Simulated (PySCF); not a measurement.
3-methylsulfanylbuta-1,2-diene (C5H8S), SMILES C=C=C(C)SC.

Coordinates come from a PBE0-D3(BJ)/def2-SVP optimisation. The values are those of a single conformer.

Two levels are set side by side: PBE/def2-TZVP (PySCF) and CAM-B3LYP/def2-TZVP (PySCF). Same geometry, gas phase. Differences are taken from unrounded values.

| quantity | CAM-B3LYP | PBE | PBE minus CAM-B3LYP |
|---|---|---|---|
| orbital gap (eV) | 8.66 | 4.09 | -4.57 |
| highest occupied level (eV) | -7.57 | -5.11 | 2.45 |
| lowest empty level (eV) | 1.10 | -1.02 | -2.12 |
| dipole moment (D) | 1.54 | 1.52 | -0.02 |
| mean polarisability (bohr³) | 84.6 | 87.9 | 3.2 |

PBE's occupied levels lie high since its potential decays too fast outside the molecule; exact exchange lowers them and widens the gap. PBE's more diffuse valence density responds more strongly to a field. Differences between two approximate levels are no errors against the true value.

Rough cost on one machine, each run with all the roots and properties that it gave: CAM-B3LYP against PBE within a factor of 2.
